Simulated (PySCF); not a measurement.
O⁺ (oxygen, charge +1) across methods

[He] 2s2 2p2 3s1, 3s spin antiparallel (an excited configuration). Calculation: PySCF 2.14, in dyall-acv3z (15s9p4d2f, 76 functions); the non-relativistic Hamiltonian (point nucleus).

```csv
method,E (hartree),mean ε 2s β (eV),mean ε 2p α (eV),mean ε 3s β (eV),Σ⟨r²⟩ (bohr²),⟨S²⟩
r2SCAN,-73.6849,-47.154,-37.390,-9.475,19.11,1.752
MN15,-73.6954,-50.272,-39.496,-10.015,18.43,1.751
UHF,-73.52539,-54.146,-46.987,-11.412,19.38,1.753
PBE,-73.6402,-46.864,-36.236,-9.436,18.98,1.751
PBE0,-73.6524,-49.076,-39.076,-10.045,19.05,1.751
B97-3,-73.7049,-49.401,-39.254,-9.962,19.04,1.751
M06,-73.6860,-48.935,-38.647,-10.083,18.51,1.751
CAM-B3LYP,-73.7022,-50.652,-40.552,-10.924,18.80,1.751
LDA,-73.1477,-46.702,-36.178,-9.367,18.91,1.751
```

The outer electron is Rydberg-like, and this basis confines it to a smaller radius and binds it less than a complete one would. With the s spin flipped the determinant is a mixture of two multiplicities, not a spectroscopic state.
